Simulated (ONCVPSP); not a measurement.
**Pseudopotential generation for silver (Ag): ONCV, PBE, scalar-relativistic.**

```json
{
 "Element": "Ag (Z = 47)",
 "Generator": "ONCVPSP 4.0.1",
 "Type": "optimised norm-conserving Vanderbilt (ONCV)",
 "Functional": "PBE",
 "Relativity": "scalar-relativistic",
 "Frozen core": "[Ar] 3d10",
 "Valence charge": "19",
 "Reference configuration": "4s2 4p6 4d10 5s0.75 5p0.25",
 "Partial waves": "4s+5s: rc 1.60 bohr, ncon 4, nbas 8, qcut 9.9 1/bohr, 2 projectors; 4p+5p: rc 1.70 bohr, ncon 4, nbas 7, qcut 8.9 1/bohr, 2 projectors; 4d: rc 1.15 bohr, ncon 4, nbas 7, qcut 9.4 1/bohr, 2 projectors, debl 0.8 Ha",
 "Local potential": "polynomial inside 1.00 bohr (lpopt 5, dvloc0 0 Ha)",
 "Core correction": "none"
}
```

Poles of the logarithmic derivatives, all-electron (AE) and pseudo (PS). s: poles at -3.2 (AE) and -3.2 (PS) Ha. p: poles at -1.8 (AE) and -1.8 (PS) Ha. d: poles at 3.7 (AE) and 3.7 (PS) Ha. Test radii: s 1.62, p 1.72, d 1.17 bohr.

* Cutoffs needed: 35 Ha and 42 Ha (the cutoffs (Ha) at which the residual kinetic energy of the hardest occupied pseudo-wave falls to 1 and 0.1 mHa per electron)
* Ghost test: no bound ghost flagged; GHOST(+) flagged for s at 217.4 eV
* Configuration tests: 2 of 4 tests not solved or not reliable
